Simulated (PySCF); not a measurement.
BFHO, SMILES [OH+]=BF, charge +1. Atoms are numbered in the order given.

```xyz
4

O      0.0000     0.0000     1.1884
B      0.0000     0.0000    -0.0338
F      0.0000     0.0000    -1.2772
H      0.0000     0.0000     2.1565
```
Charge +1, spin multiplicity 1.

Geometry: B3LYP-D3(BJ)/def2-TZVP. A frequency run showed that this geometry is not a minimum. The isomer is the one that the SMILES or the coordinates give; other isomers of the formula were not compared.

Two levels are set side by side: PBE/pcSseg-2 (PySCF) and B3LYP/pcSseg-2 (PySCF). GIAO shifts against BF3 (¹¹B), CFCl3 (¹⁹F), H2O (¹⁷O), TMS (¹H) at the same level; non-relativistic, no solvent, atoms listed together averaged. Differences are taken from unrounded values.

```csv
quantity,B3LYP,PBE,PBE minus B3LYP
δ(¹⁷O) of O1 (ppm),37.3,41.9,4.6
δ(¹¹B) of B2 (ppm),-15.4,-17.4,-2.0
δ(¹⁹F) of F3 (ppm),-180.4,-201.2,-20.7
δ(¹H) of H4 (ppm),8.09,7.63,-0.46
```

Rough cost on one machine, each run with all the roots and properties that it gave: B3LYP against PBE within a factor of 2.
